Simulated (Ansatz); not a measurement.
Ligand exchange: C4H9F + C3H5FGe → C3H6F2 + C4H8Ge

Species: C4H9F (2-fluorobutane) `CCC(C)F`, singlet; C3H5FGe `C#[C][GeH]([CH3])[F]`, singlet; C3H6F2 `CC(F)CF`, singlet; C4H8Ge `C#[C][GeH]([CH3])[CH3]`, singlet. The partners trade CH3 for F: C–CH3 and Ge–F bonds give way to C–F and Ge–CH3.

Shapes, held fixed at every level: PBE0-D4/def2-TZVP. Flexible molecules stand in one conformer, not always the lowest. Programs: Ansatz 0.2.0. Electronic energies: no zero-point or thermal term.

**Question.** Estimate ΔE of this reaction.

**Answer.** The highest level, CCSD(T)/def2-TZVPP, gives ΔE = +118.1 kJ/mol; the levels span +112.3 to +124.4. The column of differences is taken from that level and isn't an error. No measured value is set beside it here. Relativity is left out for Ge. Outer-core shells of Ge are correlated, in sets that cover them unevenly.

```
               level                   kind  ΔE (kJ/mol)  less CCSD(T)/def2-TZVPP
       HF/def2-TZVPP           Hartree–Fock       +124.4                     +6.3
   PBE-D4/def2-TZVPP                    GGA       +112.3                     -5.8
r2SCAN-D4/def2-TZVPP               meta-GGA       +118.8                     +0.7
 B3LYP-D4/def2-TZVPP          global hybrid       +117.3                     -0.8
  PBE0-D4/def2-TZVPP          global hybrid       +114.2                     -3.9
   B2PLYP/def2-TZVPP          double hybrid       +121.1                     +3.0
     CCSD/def2-TZVPP  coupled cluster or CI       +118.8                     +0.7
  CCSD(T)/def2-TZVPP  coupled cluster or CI       +118.1                      0.0
```
